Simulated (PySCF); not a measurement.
**Au (gold, neutral): PBE calculation**

Configuration: [Xe] 4f14 5d10 6d1, 2D determinant (an excited configuration). Computed with PySCF 2.14 in aug-cc-pVTZ-PP with one added diffuse shell each of s, p, d, f, g type with ECP60MDF (7s7p6d4f3g, 113 functions), with a scalar-relativistic core potential.

* Total energy: -135.4544 hartree
* One-electron energy: -234.9285 hartree
* Hartree (Coulomb) energy: 112.1945 hartree
* Exchange-correlation energy: -12.7203 hartree
* ⟨S²⟩: 0.7500
* ⟨L²⟩: 6.001
* Sum of ⟨r⟩: 33.56 bohr
* Sum of ⟨r²⟩: 131.0 bohr²
* Traceless quadrupole moment −½Σ⟨3z² − r²⟩ along its main axis: 26.0 e·bohr²

```csv
shell,electrons,mean orbital energy (eV),spread (eV),"rms radius, mean of both spins (bohr)"
5s α,1,-112.79,0,0.996
5s β,1,-112.79,0,0.996
5p α,3,-65.052,0.006,1.15
5p β,3,-65.049,0.010,1.15
5d α,5,-12.023,0.015,1.73
5d β,5,-12.016,0.027,1.73
6d α,1,-0.967,0,9.54
```

Energies and moments cover only the electrons outside the core potential. Spin-orbit coupling, absent here, splits the open shell strongly. The outer electron is Rydberg-like, and this basis confines it to a smaller radius and binds it less than a complete one would.
